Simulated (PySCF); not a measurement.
**How good is the calculation?**

Atom-mapped SMILES (the numbers label the heavy atoms): `[CH3:1][O:2][c:3]1[cH:4][cH:5][cH:6][s:7]1`; H(Xn) means a hydrogen on atom n.

Published estimates (parent shift plus substituent increments) and measurements: δ $^{1}$H H(C5) 6.68; H(C6) 6.49; H(C4) 6.16 ppm (estimated from measurements, as parent shift plus tabulated substituent increment; solution, not stated per compound (mostly CDCl3 or CCl4); Pretsch, Buehlmann, Badertscher, Structure Determination of Organic Compounds, 4th ed. (2009)).

Computed data (PySCF): B97-2/pcSseg-2 with gauge-including orbitals, coordinates at the PBE0-D3(BJ)/def2-TZVP level. No solvent model, equivalent nuclei averaged, a single conformation, no relativistic terms.

Q: Set the calculated values beside the experiment.

A: 
Reference values: estimated from measurements, as parent shift plus tabulated substituent increment (solution, not stated per compound (mostly CDCl3 or CCl4); Pretsch, Buehlmann, Badertscher, Structure Determination of Organic Compounds, 4th ed. (2009)).
```json
{"atoms": "H(C5)", "quantity": "δ $^{1}$H", "reference": "6.68", "computed": "7.08", "computed, scaled": "6.78"}
{"atoms": "H(C6)", "quantity": "δ $^{1}$H", "reference": "6.49", "computed": "6.47", "computed, scaled": "6.21"}
{"atoms": "H(C4)", "quantity": "δ $^{1}$H", "reference": "6.16", "computed": "6.50", "computed, scaled": "6.24"}
```

Computed shifts are σ(ref) − σ with the named reference compound (TMS for H and C) calculated as an isolated molecule at the same level. The measured values may be among those fitted. Scaled to experiment by linear calibration (H and C: mostly CDCl3 data, vs TMS): $^{1}$H: δ = 29.81 − 0.938σ (rms 0.14 ppm, 293 shifts, 0.16 ppm with the 4 outliers that the fit left out). A few per cent of atoms miss by over 2 rms, more outside the fitted compound classes.

Q: How far are the unscaled $^{1}$H shifts from the references?

A: Mean signed difference +0.24 ppm, mean absolute 0.25 ppm over 3 comparisons; the largest is +0.40 ppm at H(C5) (hydrogen on an aromatic CH).
